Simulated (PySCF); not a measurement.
Species: `CCO[C@H]([C@H]1[C@H](F)O1)F`. The columns A, B, C and D hold Mulliken, IAO, Hirshfeld and ESP-fitted charges (e) of one PBE0/pcSseg-1 density (PySCF), in a shuffled order. Coordinates in Å (GFN2-xTB); the density's dipole moment is (-2.93, -0.05, -0.40) D.

```csv
atom,x,y,z,A,B,C,D
C1,-2.442,-0.762,0.728,-0.273,-0.118,-0.389,-0.423
C2,-1.658,0.285,-0.042,-0.005,+0.011,+0.348,-0.050
O3,-0.267,0.067,0.209,-0.522,-0.118,-0.342,-0.380
C4,0.576,0.903,-0.456,+0.522,+0.123,+0.141,+0.342
F5,0.469,2.195,0.043,-0.339,-0.124,-0.232,-0.342
C6,2.019,0.462,-0.267,-0.119,+0.001,-0.036,+0.017
O7,2.433,-0.675,-0.980,-0.383,-0.151,-0.292,-0.382
C8,2.346,-0.807,0.379,+0.444,+0.107,+0.319,+0.344
F9,3.518,-0.909,1.041,-0.294,-0.106,-0.225,-0.298
H10,-2.233,-0.670,1.790,+0.126,+0.047,+0.112,+0.153
H11,-2.155,-1.757,0.401,+0.122,+0.045,+0.111,+0.150
H12,-3.505,-0.621,0.560,+0.120,+0.052,+0.102,+0.151
H13,-1.932,1.295,0.285,+0.124,+0.039,+0.018,+0.140
H14,-1.844,0.201,-1.122,+0.109,+0.040,-0.016,+0.126
H15,0.333,0.995,-1.532,+0.094,+0.039,+0.125,+0.123
H16,2.735,1.277,-0.219,+0.148,+0.056,+0.160,+0.165
H17,1.597,-1.469,0.797,+0.124,+0.058,+0.095,+0.163
```

Q: Which column most likely holds the ESP-fitted charges?

A: C. Σ q r misses the density's dipole by 0.05 D (C), 0.85 D (B), 1.10 D (D), 1.82 D (A). Charges fitted to the outside potential are the only set here that is tied to the molecule's multipoles.

Q: And the Hirshfeld charges?

A: B. The mean sizes are 0.073 e (B), 0.180 e (C), 0.221 e (D), 0.228 e (A), and Hirshfeld charges are commonly the smallest of these schemes.

As computed, A = Mulliken, B = Hirshfeld, C = ESP-fitted, D = IAO. Hydrogens on carbon: Mulliken +0.09 to +0.15, Hirshfeld +0.04 to +0.06, ESP-fitted -0.02 to +0.16, IAO +0.12 to +0.17 e.

The IAO scheme projects the occupied orbitals on a minimal set of polarised atomic orbitals and counts the electrons in each atom's part of it. The ESP scheme is a least-squares fit of atom-centred charges to the potential on four shells outside the van der Waals surface, with the total charge fixed.

Geometry: GFN2-xTB, one conformer, isolated molecule.

These values come from a run that also computed NMR shieldings. On one thread, Arm Neoverse V2 (aarch64), no GPU, shared host with 32 logical CPUs at a one-minute load of 25, this took 36 s wall (grids of density and orbitals included) and 0.85 GiB of memory at its peak.

The values belong to the conformer `[CH3:1][CH2:2][O:3][C@@H:4]([F:5])[C@@H:6]1[O:7][C@H:8]1[F:9]`: C1–C2–O3–C4 178°, C2–O3–C4–F5 69°, O3–C4–C6–O7 74°.
